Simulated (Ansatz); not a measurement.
```yaml
crystal:
  periodic: [false, false, false]
  atoms:
    - {symbol: Li, position_ang: [1.641281, -1.230749, 0.231529]}
    - {symbol: Li, position_ang: [-0.912904, -1.806085, -0.378677]}
    - {symbol: Li, position_ang: [-1.393716, 1.017607, -1.177857]}
    - {symbol: Li, position_ang: [1.205498, 1.602690, -0.571509]}
    - {symbol: Li, position_ang: [-0.409595, 0.696145, 1.070739]}
    - {symbol: H, position_ang: [-1.612405, -0.265917, 0.065435]}
    - {symbol: H, position_ang: [1.382822, 0.412810, 0.768157]}
    - {symbol: H, position_ang: [-0.440772, 2.086573, -0.138648]}
    - {symbol: H, position_ang: [0.539781, -2.513084, 0.130830]}
basis:
  gaussian: {orbitals: "6-31G*"}
magnetization: {spin_polarized: true, initial_magnetization: 3}
hamiltonian: {xc: {name: r2SCAN0}, dispersion: d3bj}
```

```sh
$ ansatz run in.yaml --threads 4 --pin off --events-out ev --progress --plain --max-ram 3916MiB
```

Output, abridged:

```
Warning: the engine holds no damping parameters fitted to this dispersion correction and functional, so the run takes those fitted to r2scan0 beside the three-body term, which d3bj leaves out (hamiltonian.dispersion, under Limitations)
Functional definition: r2SCAN0
787 factors; their error is unknown
mean field evaluation 1: about -1080.7565 eV, gradient 1.3e1 eV
mean field evaluation 2: about -1078.7817 eV, gradient 1.6e1 eV
mean field evaluation 4: about -1082.8734 eV, gradient 1.6e0 eV
mean field evaluation 8: about -1082.9596 eV, gradient 7.4e-1 eV
mean field evaluation 16: about -1082.9606 eV, gradient 3.0e-2 eV
mean field evaluation 32: about -1082.9606 eV, gradient 1.4e-4 eV
mean field evaluation 64: about -1082.8864 eV, gradient 6.9e-1 eV
mean field evaluation 96: about -1082.7218 eV, gradient 2.4e0 eV
mean field -1082.96064961 eV, -39.7980698159 hartree, gradient 1.2e-5 eV, S^2 3.761504; 10 other end points of the search recorded, 0 dependent functions left out
reference -1082.96069605 eV, -39.7980715226 hartree; 11, 8 occupied and 72, 75 virtual orbitals, 787 factors
Total energy: -1083.04048106 eV, -39.8010035677 hartree
```

Hardware: 4 threads of Arm Neoverse V2 on a shared host. Wall time 12 s.

The 6-31G sets use Cartesian d functions.
